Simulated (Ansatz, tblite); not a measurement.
Cost and result up the ladder for WS2(NH2)2 (WS2N2H4) (9 atoms). Total charge 0; singlet. Geometry: PBE-D4/def2-SVP.

```xyz
9

W     0.588   -0.197   -0.002
S     1.142   -2.229   -0.472
S     2.258    1.089    0.461
N    -0.578   -0.244    1.557
H    -0.675    0.525    2.228
H    -1.196   -1.026    1.792
N    -0.324    0.546   -1.554
H    -0.869   -0.007   -2.223
H    -0.347    1.543   -1.786
```

Ansatz on 4 threads of Arm Neoverse V2 on a shared host; xTB runs through tblite on one thread. Times are rough, summed over both states, and most runs start from the orbitals of an earlier one. PBE0-D4/def2-TZVP serves as the yardstick here, not as an exact answer. The other state is a doublet.

In the def2 sets W takes a core potential; there is no spin–orbit coupling. The xTB rows come from tblite. HOMO above LUMO, or a gap near zero within one spin, warns that the state may not be the lowest or that an electron is smeared out.

Raw xTB energies of ions are shifted by several eV.

```csv
level,functions,vertical IE (eV),difference from PBE0-D4/def2-TZVP (eV),remarks
GFN1-xTB,43,13.38,4.50,–
r2SCAN-D4/def2-TZVP,200,8.77,-0.11,–
PBE-D4/def2-TZVP,200,8.60,-0.27,gap within one spin near zero (+1 doublet)
GFN2-xTB,39,13.06,4.18,–
PBE0-D4/def2-TZVP (with forces),200,8.87,0.00,–
```

(1) Estimate how long each takes.

## Answers

(1) GFN1-xTB 0.011 s; GFN2-xTB 0.014 s; PBE-D4/def2-TZVP 7.2 s; PBE0-D4/def2-TZVP (with forces) 17 s; r2SCAN-D4/def2-TZVP 28 s. On shared hardware such times vary by a factor of up to 3.
